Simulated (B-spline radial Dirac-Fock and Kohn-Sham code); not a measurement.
## What relativity does to the binding energies of Bi⁵⁷⁺

System: the Bi⁵⁷⁺ ion, [Ar] 3d8.

Both columns are ΔSCF binding energies of the configuration average from a radial B-spline solver: non-relativistic Hartree-Fock with a point nucleus, and Dirac-Fock with a finite nucleus and the Coulomb interaction alone, averaged over the two j levels with weights 2j+1.

```
shell  Hartree-Fock (eV)  Dirac-Fock (eV)  shift (eV)  shift (%)
   1s            85116.7          94694.7    +9577.96     +11.25
   2s            17365.8          20019.7    +2653.89     +15.28
   2p            16856.2          17801.2     +945.01      +5.61
   3s             6551.1           7298.5     +747.34     +11.41
   3p             6319.0           6636.3     +317.38      +5.02
   3d             5924.8           5953.2      +28.42      +0.48
```

Relativity binds 1s, 2s, 2p, 3s, 3p, 3d more strongly, among those listed most of all 2s in relative terms.

Values without a named source are computed, but for edge energies of neutral atoms, which are taken from tables.
